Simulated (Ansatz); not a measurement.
Computed with Ansatz on PBE0-D4/def2-TZVP structures; ΔE is electronic, products minus reactants. CCSD(T)/CBS adds triple-zeta CCSD(T) − MP2 to the extrapolated MP2 energy (def2 sets, frozen cores). This one scheme is used for every species. DFT in def2-TZVPP. B3LYP here is the variant with VWN-RPA as its local correlation; programs differ in this. For Ge outer-core shells are correlated without core-valence functions, which leaves a few kJ/mol of doubt a bond. Scalar relativity is left out up to krypton. Each species was taken in one conformer, which may not be the lowest.

`C=[CH][GeH2][Cl]` + H₂S → `C=CS` + `[Cl][GeH3]`  (substitution at a C–Ge bond)

| level | ΔE (kJ/mol) |
| --- | --- |
| B3LYP-D4 | 30.3 |
| CCSD(T)/def2-SVP | 37.1 |
| SCS-MP2/def2-TZVPP | 38.7 |
| MP2/def2-QZVPP | 38.9 |

(1) What does CCSD(T)/CBS give? (Best estimate.)

Largest T1 diagnostic among the species: 0.012.

## Answers

(1) The calculation gave: +39.0 kJ/mol. The listed levels differ from it by -8.7, -1.9, -0.3, -0.1 kJ/mol.

In def2-TZVPP, CCSD(T) changes the Hartree–Fock value by +5.7 kJ/mol (the triples alone add −0.6 kJ/mol) and MP2 by +5.4 kJ/mol. From BLYP to BHLYP (50 % exact exchange), in def2-TZVPP and without D4, ΔE moves by +8.2 kJ/mol.

CCSD(T)/CBS has its own doubt, a few kJ/mol and more with outer-core shells, so smaller differences from it don't rank the levels.
